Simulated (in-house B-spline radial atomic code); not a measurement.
Atomic self-consistent-field run: Pb IX (Pb8+). Computed with an all-electron radial atomic-structure program (B-spline basis): Dirac-Kohn-Sham relativistic LDA, spherical fractional occupations, Fermi nucleus of rms radius 5.5012 fm.

Command:
```bash
python run_scf.py task.json out
```
Settings (nuclear radius in fm, mass in u):
```
Z                82
configuration    [Xe] 4f14 5d6
hamiltonian      dirac
method           lda_x_rel,vwn
spin_polarised   False
nucleus          fermi
rms_radius       5.5012
atomic_mass      207.97665
speed_of_light   137.035999084
```

Output (hartree, bohr):
```
 radial grid: 66 intervals, B-splines of order 8, outer radius 16.6667 bohr

 iter        energy (Eh)    residual
    1      -20840.889593    1.31e+00
    2      -20846.695286    3.62e-01
    3      -20849.307800    7.54e-02
    4      -20849.385189    2.64e-02
    5      -20849.395283    8.87e-03
    6      -20849.396384    4.84e-04
    7      -20849.396386    1.78e-04
    8      -20849.396386    3.29e-06
    9      -20849.396386    4.65e-07

 total energy                    -20849.39639
 kinetic                           24144.4004
 electron-nucleus                 -52380.7224
 Hartree                            7716.3689
 exchange-correlation               -329.4432

 first-order corrections (not in the total)
   Gaunt                            27.4727
   retardation                      -2.9195
   frequency dependence             -0.5488
   self-energy                      20.7752
   Uehling                          -4.4042
   Wichmann-Kroll                    0.2029
   recoil                            0.0328

 orbital      occ     eigenvalue          <r>       <r^2>       <1/r>       r_max    small
 1s1/2      2.000     -3211.8222    0.0161341 0.000360878     100.727      0.0099  9.70e-02
 2s1/2      2.000      -578.4368    0.0672035  0.00541063      24.923     0.05765  2.24e-02
 2p1/2      2.000      -556.3202    0.0551018  0.00380431     24.8841     0.04216  2.25e-02
 2p3/2      4.000      -476.9911    0.0639696  0.00498282     19.9077     0.04984  1.98e-02
 3s1/2      2.000      -142.3498     0.174621   0.0350231     9.14821      0.1621  7.55e-03
 3p1/2      2.000      -132.2448     0.164934   0.0317793     9.06625      0.1509  7.50e-03
 3p3/2      4.000      -114.5225     0.181125   0.0380966     7.76107      0.1664  6.72e-03
 3d3/2      4.000       -97.7342     0.157198   0.0290052     7.66838       0.129  6.62e-03
 3d5/2      6.000       -93.9383     0.162115   0.0307186     7.37646      0.1332  6.41e-03
 4s1/2      2.000       -35.6622     0.385282    0.167745     3.89195      0.3639  2.61e-03
 4p1/2      2.000       -31.2649     0.386149    0.169858     3.78586      0.3611  2.51e-03
 4p3/2      4.000       -26.9106      0.42062    0.201112      3.3309      0.3927  2.21e-03
 4d3/2      4.000       -19.6919     0.424686     0.20837     3.13913      0.3834  2.01e-03
 4d5/2      6.000       -18.8736     0.435727    0.219112     3.03627      0.3931  1.93e-03
 5s1/2      2.000        -9.6085      0.84227    0.793135     1.64694      0.7868  7.31e-04
 5p1/2      2.000        -8.0631     0.890894    0.891071     1.53684      0.8214  6.53e-04
 5p3/2      4.000        -7.1845     0.969056     1.05305     1.37993      0.8937  5.65e-04
 4f5/2      6.000        -9.4780      0.44851    0.240288     2.70453      0.3467  1.58e-03
 4f7/2      8.000        -9.2918     0.454633    0.246801     2.66547      0.3511  1.55e-03
 5d3/2      2.400        -4.9251      1.12703     1.43667     1.16083       1.008  4.16e-04
 5d5/2      3.600        -4.7991       1.1538     1.50471      1.1292       1.033  3.99e-04
```

Cost of the run: 2.1 s on 1 thread of Arm Neoverse V1 (shared host).

For the Dirac Hamiltonian the kinetic term is c α·p + (β - 1)c².
